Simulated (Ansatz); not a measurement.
Consider the ligand exchange at the Si–O bond: `BO[SiH2]F` + `O[SiH2]S` → `O[SiH2]S[SiH2]F` + `BO`.

Calculated with Ansatz (gas phase, PBE0-D4/def2-TZVP geometries, no zero-point term in ΔE). CCSD(T)/CBS is the MP2 limit (def2-TZVPP, def2-QZVPP) plus CCSD(T) − MP2 in def2-TZVPP, frozen cores. This one scheme is used for every species. DFT in def2-TZVPP. One conformer a species, not always the lowest.

| level | ΔE (kJ/mol) |
| --- | --- |
| r2SCAN0-D4 | 29.5 |
| CCSD/def2-SVP | 30.1 |

Q: What does CCSD(T)/CBS give? (An estimate is asked.)

A: Ansatz gave: +32.5 kJ/mol. The listed levels differ from it by -3.0, -2.4 kJ/mol.

Q: What do rigid-rotor, harmonic-oscillator terms from PBE0-D4/def2-TZVP frequencies (298.15 K, 1 bar) make of the CCSD(T)/CBS value? (Best estimate.)

A: Ansatz gave: ΔZPE = +6.8 kJ/mol, ΔH = +40.2 kJ/mol, ΔS = -2 J/(mol·K), ΔG = +40.9 kJ/mol. Modes under 50 cm⁻¹ make the entropy rough.

Largest T1 diagnostic among the species: 0.014.

From PBE to PBE0 (25 % exact exchange), in def2-TZVPP and without D4, ΔE moves by +5.1 kJ/mol. Leaving LDA and LC-ωPBE aside and taking each functional with its dispersion term where it has one, the values, not all of them listed here, spread over 25.6 kJ/mol, from revPBE-D4 to CAM-B3LYP-D4. The D4 term adds −6.8 kJ/mol with B3LYP and −3.8 kJ/mol with PBE0; it sums over pairs of atoms, weighted by their polarisabilities, and B3LYP, whose exchange is more repulsive, gets the larger term.

B3LYP here is the variant with VWN-RPA as its local correlation; programs differ in this.
